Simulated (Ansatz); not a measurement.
**Strength of the N–N bond: C2H10N2Si → C2H6N + SiH3(NH)**

Species: C2H10N2Si `CN(C)N[SiH3]`, singlet; C2H6N `C[N]C`, doublet; SiH3(NH), doublet. 

Shapes, held fixed at every level: PBE0-D4/def2-TZVP. Flexible molecules stand in one conformer, not always the lowest. Programs: Ansatz 0.2.0. The zero-point and thermal change to 298 K, harmonic and unscaled (PBE0-D4/def2-TZVP), is -21.6 kJ/mol.

```json
{"level": "MP2/def2-SVP", "kind": "perturbation theory", "ΔH(298 K) (kJ/mol)": "+305.2", "less CCSD(T)/CBS estimate": "+35.3"}
{"level": "MP2/def2-TZVPP", "kind": "perturbation theory", "ΔH(298 K) (kJ/mol)": "+299.2", "less CCSD(T)/CBS estimate": "+29.3"}
{"level": "HF/def2-TZVPP", "kind": "Hartree–Fock", "ΔH(298 K) (kJ/mol)": "+92.0", "less CCSD(T)/CBS estimate": "-177.9"}
{"level": "r2SCAN-D4/def2-TZVPP", "kind": "meta-GGA", "ΔH(298 K) (kJ/mol)": "+227.7", "less CCSD(T)/CBS estimate": "-42.2"}
{"level": "wB97X-V/def2-TZVPP", "kind": "range-separated hybrid", "ΔH(298 K) (kJ/mol)": "+262.1", "less CCSD(T)/CBS estimate": "-7.8"}
{"level": "B2PLYP/def2-TZVPP", "kind": "double hybrid", "ΔH(298 K) (kJ/mol)": "+242.8", "less CCSD(T)/CBS estimate": "-27.1"}
{"level": "CCSD/def2-TZVPP", "kind": "coupled cluster or CI", "ΔH(298 K) (kJ/mol)": "+241.0", "less CCSD(T)/CBS estimate": "-28.9"}
{"level": "CCSD(T)/CBS estimate", "kind": "coupled cluster or CI", "ΔH(298 K) (kJ/mol)": "+269.9", "less CCSD(T)/CBS estimate": "0.0"}
```

The highest level, CCSD(T)/CBS estimate, gives ΔH(298 K) = +269.9 kJ/mol; the levels span +92.0 to +305.2. The column of differences is taken from that level and isn't an error. Hartree–Fock misses the correlation of the pair that is broken and comes out low. No measured value is set beside it here. Open shells run unrestricted. The CBS estimate extrapolates MP2 from def2-TZVPP and def2-QZVPP and adds CCSD(T) − MP2 in the triple-zeta set, cores frozen.
